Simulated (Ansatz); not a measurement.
Born–Oppenheimer molecular dynamics of C4H9NOSi (16 atoms, charge 0, multiplicity 1). It starts from a relaxed structure.

Method: Ansatz 0.2.0, RKS r2SCANh-D4/STO-3G.

- ensemble: NVT, Langevin thermostat
- time step: 0.5 fs
- steps asked: 133
- set temperature: 400 K
- friction: 0.01 /fs
- seed: 85130

Frames 5 fs apart, positions in Å.

Velocities at 5.0 fs (Å/ps):

```
C 0.15 2.66 0.71
C -9.12 4.16 4.29
N 1.75 -5.85 -3.97
Si -1.31 0.19 0.46
C 6.51 1.28 -3.24
O -2.31 -5.80 4.74
C 5.09 -2.57 -0.51
H 12.34 16.43 12.72
H 9.73 0.64 31.11
H -17.15 0.32 7.08
H 15.85 22.12 5.90
H -11.60 4.50 -15.68
H -4.43 -0.97 -6.10
H -14.86 -13.91 -12.75
H 36.29 -14.41 -22.22
H 0.63 2.93 -10.76
```

```xyz
16
Properties=species:S:1:pos:R:3 time_fs=5.0 energy_less_start_eV=0.287 T=259
C -1.778 -1.980 -0.269
C -0.945 -0.706 -0.170
N -0.695 0.097 -1.198
Si 0.441 1.083 -0.061
C 2.277 1.126 -0.591
O 0.003 2.645 0.318
C -0.083 -0.336 1.074
H -1.097 -2.820 -0.013
H -2.186 -2.007 -1.292
H -2.576 -1.976 0.496
H 2.697 0.137 -0.831
H 2.866 1.553 0.237
H 2.310 1.831 -1.438
H -1.008 2.505 0.406
H -0.645 -0.014 1.975
H 0.711 -1.034 1.391
16
Properties=species:S:1:pos:R:3 time_fs=10.0 energy_less_start_eV=0.318 T=237
C -1.778 -1.964 -0.246
C -0.982 -0.693 -0.151
N -0.685 0.073 -1.209
Si 0.438 1.073 -0.066
C 2.282 1.140 -0.601
O -0.017 2.629 0.339
C -0.053 -0.345 1.066
H -1.083 -2.769 -0.011
H -2.213 -2.075 -1.264
H -2.603 -2.001 0.465
H 2.756 0.185 -0.861
H 2.863 1.613 0.192
H 2.348 1.760 -1.488
H -1.018 2.525 0.350
H -0.573 -0.094 2.005
H 0.729 -1.056 1.325
16
Properties=species:S:1:pos:R:3 time_fs=15.0 energy_less_start_eV=0.306 T=257
C -1.779 -1.959 -0.231
C -0.978 -0.671 -0.140
N -0.677 0.053 -1.202
Si 0.446 1.053 -0.077
C 2.258 1.161 -0.600
O -0.051 2.632 0.358
C -0.036 -0.337 1.068
H -1.113 -2.807 0.007
H -2.182 -2.167 -1.207
H -2.623 -2.026 0.484
H 2.707 0.188 -0.799
H 2.890 1.680 0.147
H 2.406 1.685 -1.565
H -1.085 2.611 0.304
H -0.559 -0.165 2.014
H 0.718 -1.158 1.217
16
Properties=species:S:1:pos:R:3 time_fs=20.0 energy_less_start_eV=0.463 T=204
C -1.780 -1.972 -0.204
C -0.961 -0.666 -0.127
N -0.665 0.047 -1.185
Si 0.457 1.042 -0.093
C 2.226 1.184 -0.601
O -0.084 2.636 0.374
C -0.028 -0.335 1.061
H -1.157 -2.840 0.054
H -2.165 -2.192 -1.248
H -2.604 -1.986 0.495
H 2.630 0.146 -0.603
H 2.871 1.714 0.098
H 2.364 1.682 -1.552
H -1.077 2.667 0.294
H -0.548 -0.207 2.042
H 0.639 -1.181 1.110
16
Properties=species:S:1:pos:R:3 time_fs=25.0 energy_less_start_eV=0.459 T=240
C -1.782 -1.988 -0.184
C -0.955 -0.692 -0.117
N -0.645 0.058 -1.182
Si 0.458 1.049 -0.103
C 2.217 1.196 -0.596
O -0.091 2.636 0.384
C -0.037 -0.344 1.059
H -1.167 -2.828 0.168
H -2.132 -2.098 -1.177
H -2.640 -1.890 0.511
H 2.556 0.187 -0.527
H 2.784 1.799 0.138
H 2.329 1.642 -1.599
H -1.109 2.645 0.236
H -0.483 -0.212 2.040
H 0.658 -1.209 1.092
16
Properties=species:S:1:pos:R:3 time_fs=30.0 energy_less_start_eV=0.522 T=253
C -1.788 -1.967 -0.140
C -0.944 -0.734 -0.125
N -0.634 0.066 -1.194
Si 0.455 1.068 -0.107
C 2.212 1.213 -0.579
O -0.089 2.633 0.379
C -0.042 -0.365 1.052
H -1.197 -2.822 0.197
H -2.132 -2.085 -1.218
H -2.663 -1.872 0.507
H 2.639 0.175 -0.568
H 2.654 1.900 0.146
H 2.364 1.529 -1.613
H -1.105 2.519 0.221
H -0.463 -0.158 2.089
H 0.704 -1.152 1.149
16
Properties=species:S:1:pos:R:3 time_fs=35.0 energy_less_start_eV=0.390 T=288
C -1.811 -1.943 -0.112
C -0.912 -0.742 -0.157
N -0.649 0.053 -1.192
Si 0.448 1.081 -0.104
C 2.216 1.218 -0.564
O -0.098 2.617 0.362
C -0.041 -0.367 1.050
H -1.225 -2.820 0.200
H -2.115 -2.180 -1.110
H -2.692 -1.881 0.546
H 2.787 0.316 -0.515
H 2.697 1.944 0.085
H 2.387 1.522 -1.602
H -1.080 2.447 0.240
H -0.485 -0.122 2.000
H 0.802 -1.071 1.253
16
Properties=species:S:1:pos:R:3 time_fs=40.0 energy_less_start_eV=0.391 T=293
C -1.829 -1.944 -0.102
C -0.870 -0.745 -0.171
N -0.678 0.038 -1.197
Si 0.438 1.083 -0.104
C 2.240 1.233 -0.571
O -0.114 2.599 0.361
C -0.013 -0.341 1.049
H -1.264 -2.813 0.262
H -2.230 -2.274 -1.105
H -2.671 -1.814 0.609
H 2.901 0.357 -0.364
H 2.766 1.994 0.060
H 2.370 1.604 -1.588
H -1.149 2.526 0.303
H -0.676 -0.125 1.950
H 0.807 -1.002 1.331
16
Properties=species:S:1:pos:R:3 time_fs=45.0 energy_less_start_eV=0.486 T=279
C -1.841 -1.968 -0.116
C -0.839 -0.771 -0.170
N -0.710 0.042 -1.214
Si 0.428 1.082 -0.106
C 2.285 1.251 -0.573
O -0.143 2.590 0.356
C 0.006 -0.295 1.061
H -1.294 -2.819 0.343
H -2.349 -2.261 -1.026
H -2.611 -1.688 0.606
H 2.820 0.355 -0.324
H 2.661 2.053 0.028
H 2.346 1.573 -1.615
H -1.121 2.601 0.410
H -0.748 -0.140 1.816
H 0.755 -1.020 1.412
16
Properties=species:S:1:pos:R:3 time_fs=50.0 energy_less_start_eV=0.580 T=203
C -1.835 -1.984 -0.115
C -0.826 -0.802 -0.183
N -0.729 0.047 -1.216
Si 0.421 1.077 -0.126
C 2.292 1.273 -0.569
O -0.162 2.589 0.354
C 0.011 -0.273 1.063
H -1.370 -2.846 0.364
H -2.369 -2.236 -1.068
H -2.619 -1.579 0.578
H 2.788 0.300 -0.388
H 2.631 2.172 0.025
H 2.386 1.450 -1.643
H -1.183 2.564 0.507
H -0.759 -0.035 1.856
H 0.709 -1.017 1.447
16
Properties=species:S:1:pos:R:3 time_fs=55.0 energy_less_start_eV=0.419 T=305
C -1.819 -1.985 -0.103
C -0.826 -0.828 -0.213
N -0.742 0.045 -1.190
Si 0.409 1.072 -0.148
C 2.261 1.288 -0.561
O -0.184 2.592 0.354
C -0.024 -0.282 1.052
H -1.465 -2.925 0.374
H -2.212 -2.224 -1.091
H -2.595 -1.581 0.520
H 2.799 0.392 -0.317
H 2.721 2.116 -0.071
H 2.451 1.402 -1.632
H -1.153 2.412 0.544
H -0.626 0.097 1.873
H 0.748 -0.936 1.486
16
Properties=species:S:1:pos:R:3 time_fs=60.0 energy_less_start_eV=0.687 T=185
C -1.793 -1.988 -0.102
C -0.815 -0.847 -0.201
N -0.743 0.047 -1.179
Si 0.401 1.075 -0.167
C 2.221 1.299 -0.572
O -0.199 2.584 0.348
C -0.058 -0.298 1.027
H -1.451 -2.895 0.381
H -2.079 -2.194 -1.155
H -2.677 -1.597 0.496
H 2.801 0.444 -0.164
H 2.803 2.128 -0.081
H 2.485 1.420 -1.631
H -1.149 2.269 0.577
H -0.636 0.146 1.875
H 0.791 -0.868 1.446
```

Of the whole run (66 fs, mean temperature of the second half 269 K): The mean temperature of the second half is 33 % below the set value. A run of 0.067 ps of so small a system gives no equilibrium averages. Limits of this set-up: minimal basis.

Time of the run: 18 min on 1 thread of Arm Neoverse N1 (shared host), peak memory 0.12 GiB.
